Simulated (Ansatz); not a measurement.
One geometry of `[F][Ge]([F])[Br]` radical, several functionals.

```yaml
crystal:
  periodic: [false, false, false]
  atoms:
    - {symbol: F, position_ang: [1.069456, 0.798484, 0.998724]}
    - {symbol: Ge, position_ang: [-0.237902, -0.184042, 0.443567]}
    - {symbol: F, position_ang: [0.543723, -1.585539, -0.194912]}
    - {symbol: Br, position_ang: [-1.319677, 0.910898, -1.267679]}
basis:
  gaussian: {orbitals: def2-TZVPP}
magnetization: {spin_polarized: true, initial_magnetization: 1}
hamiltonian: {xc: lda}
output: {orbitals: {seedname: orbitals}}
```

```sh
$ ansatz run in.yaml --threads 4 --pin off --events-out ev --progress --plain
```

Output, abridged:

```
Functional definition: SPW92
1046 factors; their error is unknown
mean field evaluation 1: about -131782.1253 eV, gradient 4.0e1 eV
mean field evaluation 2: about -131747.0187 eV, gradient 1.1e2 eV
mean field evaluation 4: about -131785.9882 eV, gradient 7.3e0 eV
mean field evaluation 8: about -131786.1853 eV, gradient 1.4e-1 eV
mean field evaluation 16: about -131786.1507 eV, gradient 1.5e-4 eV
mean field -131786.15074804 eV, -4843.0517121291 hartree, gradient 5.1e-5 eV, S^2 0.750936; 0 other end points of the search recorded, 0 dependent functions left out
reference -131786.15077350 eV, -4843.0517130649 hartree; 43, 42 occupied and 115, 116 virtual orbitals, 1046 factors
Total energy: -131786.15077350 eV, -4843.0517130649 hartree
```

Hardware: 4 threads of a server CPU on a shared host. Wall time 1.5 s, peak host memory 0.24 GiB.

With the line `hamiltonian: {xc: {name: PBE-QIDH}}` (abridged; 5.5 s):

```
Functional definition: PBE-QIDH
mean field evaluation 16: about -131954.6750 eV, gradient 5.5e-4 eV
mean field -131954.67497298 eV, -4849.2448631660 hartree, gradient 4.3e-6 eV, S^2 0.757992
20 core orbitals not correlated: weight in the atoms' cores, before any rotation towards them, 1.000 or more for the frozen orbitals, at most 0.000 for the correlated occupied ones
second order -30.18821544 eV of doubles, -0.00000000 eV of singles
Total energy: -131964.73772007 eV, -4849.6146623008 hartree
```

Changing it to `hamiltonian: {xc: {name: LC-wPBE}, dispersion: d4}` (abridged; 3 s):

```
WARN the engine holds no damping parameters fitted to this dispersion correction and functional, so the run takes those fitted to pbe0 (hamiltonian.dispersion, under Limitations)
Functional definition: LC-wPBE
mean field evaluation 16: about -131982.9072 eV, gradient 4.0e-4 eV
mean field -131982.90720635 eV, -4850.2823786058 hartree, gradient 4.2e-5 eV, S^2 0.756878
Total energy: -131982.99024835 eV, -4850.2854303428 hartree
```

With the line `hamiltonian: {xc: hse06, dispersion: d4}` (abridged; 4.4 s):

```
Functional definition: HSE06
mean field evaluation 16: about -131982.6724 eV, gradient 2.5e-4 eV
mean field -131982.67236305 eV, -4850.2737482735 hartree, gradient 1.5e-5 eV, S^2 0.753546
Total energy: -131982.75113793 eV, -4850.2766431969 hartree
```

Changing it to `hamiltonian: {xc: {name: BHLYP}, dispersion: d4}` (abridged; 4.6 s):

```
Functional definition: BHLYP
mean field evaluation 16: about -132000.3566 eV, gradient 3.5e-4 eV
mean field -132000.35661070 eV, -4850.9236323880 hartree, gradient 8.6e-5 eV, S^2 0.756201
Total energy: -132000.50441571 eV, -4850.9290641220 hartree
```

The same input with `hamiltonian: {xc: {name: B97M-V}}` (abridged; 6 s):

```
Functional definition: B97M-V
mean field evaluation 16: about -131977.9324 eV, gradient 4.0e-5 eV
mean field -131977.93237619 eV, -4850.0995569693 hartree, gradient 4.0e-5 eV, S^2 0.752830
Total energy: -131977.93241626 eV, -4850.0995584418 hartree
```

LC-ωPBE has ω = 0.4 bohr⁻¹; the program lends it PBE0's D4 damping.

HSE06 is the plane-wave form, built on full-range PBE exchange.
